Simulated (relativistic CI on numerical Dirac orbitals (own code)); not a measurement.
One change at a time: Hf LV

Base calculation: Dirac-Coulomb-Breit CI, orbitals from a KLI potential per configuration, QED by a radiative potential, unscaled Slater integrals.

CI space (outside the closed core [Ne]): 3s2 3p6, 3s2 3p5 3d, 3s 3p6 3d, 3s2 3p5 4s, 3s2 3p5 4p, 3s2 3p5 4d, 3s 3p6 4s, 3p6 3d 4p, 3s2 3p5 4f, 3s 3p6 4p, 3s 3p6 4d, 3s 3p6 4f, 3s2 3p5 5s, 3s2 3p5 5p, 3s2 3p5 5d, 3s2 3p5 5f, 3s2 3p5 5g, 3s 3p6 5s, 3s 3p6 5p, 3s 3p6 5d, 3s 3p6 5f, 3p6 3d2, 3p5 3d3, 3p5 3d2 4s, 3p5 3d2 4p, 3p5 3d2 4d, 3p6 3d 4s, 3p5 3d 4s2, 3p5 3d 4s 4p, 3p5 3d 4s 4d, 3p6 4s2, 3p5 4s2 4p, 3p5 4s2 4d. Double excitations out of closed p, d and f shells are left out; levels of such configurations are missing from the list, as are those of other unlisted configurations, and high levels can miss mixing partners. These lack a partner that the ground configuration has and come out too high: 3s2 3p5 4f, 3s2 3p5 5s, 3s2 3p5 5p, 3s2 3p5 5d, 3s2 3p5 5f.

The lowest level and the first level of each name with at least 55 % of one term (blank where a level has no safe partner in the second run):

```tsv
Level	Base (eV)	Shift (eV)
3s2 3p6 1S_0	0.00	0.00
3s2 3p5 3d 3P°_0	228.78	+0.52
3s2 3p5 3d 3P°_1	239.59	+0.52
3s2 3p5 3d 3F°_3	243.88	+0.52
3s2 3p5 3d 3F°_4	305.51	+0.52
3s2 3p5 3d 3D°_3	322.10	+0.52
3s2 3p5 3d 3F°_2	542.26	+0.52
3s 3p6 3d 3D_1	753.26	+0.75
3s 3p6 3d 3D_2	759.73	+0.75
3s 3p6 3d 3D_3	821.97	+0.75
3s 3p6 3d 1D_2	835.88	+0.75
3p6 3d2 3F_2	1523.15	+1.38
3p6 3d2 3P_0	1546.82	+1.38
3p6 3d2 3F_3	1588.04	+1.38
```

At this charge energies of transitions that change n are usually good to better than 1 %, and those within a shell (Δn = 0) to a few per cent.

One thing was changed in a second run, which moved the levels as shown. Which?
A. QED terms removed
B. P86 correlation estimate
C. configuration mixing switched off
D. Breit term removed

B. P86 correlation estimate. A correlation estimate moves all levels of a configuration together before mixing; mixed levels move by a weighted share.

LS names give the leading component of a level, which can be under half, so a name can repeat, a term be missing and a line seem to break the LS rules.
